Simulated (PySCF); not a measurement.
Vertical excitations of a molecule H8N2OSi2 from TDA-PBE/def2-SVPD (PySCF 2.14.0), as energy in eV (oscillator strength): 5.68 (0.010), 5.86 (0.051), 6.10 (0.041), 6.28 (0.023), 6.41 (0.026), 6.47 (0.014), 6.72 (0.007), 6.89 (0.017), 7.03 (0.016), 7.05 (0.012). Lowest triplet (TDA): 5.50 eV. The structure is a stationary point at B3LYP-D3(BJ)/def2-SVP. Other conformers were not sampled.

### Question
Pick the molecule that these values belong to.
A. N[SiH2]O[SiH2]N
B. N[SiH2][Si@@H](N)O
C. N[Si@@H](O)N[SiH3]
D. N[SiH2]N[SiH2]O

### Answer
C, N[Si@@H](O)N[SiH3]
